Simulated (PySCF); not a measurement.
Choosing a molecule for a target property.

Species are written as SMILES; each is one conformer at its optimised geometry, gas phase, non-relativistic unless stated; the electronic structure was computed with PySCF and density fitting.

The conformers computed, where there is a choice (atom-mapped SMILES and torsion angles):
- `[CH3:1][C:2](=[O:3])[CH2:4]/[P:5]=[CH:6]/[C:7]([F:8])([F:9])[F:10]`: C1–C2–C4–P5 -85°, C2–C4–P5–C6 -58°, P5–C6–C7–F8 -121°
- `[CH3:1][CH2:2][n:3]1[cH:4][c:5]([S:6][CH3:7])[n:8][n:9]1`: C1–C2–N3–C4 76°, C4–C5–S6–C7 178°
- `[SiH3:1][Si@H:2]([PH2:3])[SiH2:4][C:5]([Cl:6])([Cl:7])[Cl:8]`: Si1–Si2–Si4–C5 83°, Si2–Si4–C5–Cl6 -170°, H–P3–Si2–Si1 164°, H–P3–Si2–Si1 71°

The conformers of `O=[P@H]1C=C(C(F)(F)F)CC1`, `C[P@]1(=S)CC=C([SiH3])C1` and `CCCC[PH2+]CCOC` aren't listed.

Question: Wanted: HOMO–LUMO gap between 5.9 eV and 6.1 eV (PBE0/pcSseg-1) and HOMO energy above -7.56 eV (PBE0/pcSseg-1), at GFN2-xTB geometries. Which candidate meets both?
A. `C[P@]1(=S)CC=C([SiH3])C1`
B. `CC(=O)C/P=C/C(F)(F)F`
C. `CCn1cc(SC)nn1`
D. `COCC[PH2+]CCCC`
E. `O=[P@H]1C=C(C(F)(F)F)CC1`
F. `[SiH3][Si@H](P)[SiH2]C(Cl)(Cl)Cl`

Answer: C. Computed values:
```
                         species  HOMO–LUMO gap  HOMO energy
            CC(=O)C/P=C/C(F)(F)F        4.86 eV     -7.61 eV
        C[P@]1(=S)CC=C([SiH3])C1        5.76 eV     -6.41 eV
                   CCn1cc(SC)nn1        5.98 eV     -6.04 eV
[SiH3][Si@H](P)[SiH2]C(Cl)(Cl)Cl        6.19 eV     -7.50 eV
        O=[P@H]1C=C(C(F)(F)F)CC1        6.56 eV     -8.11 eV
                  COCC[PH2+]CCCC        8.30 eV    -11.91 eV
```
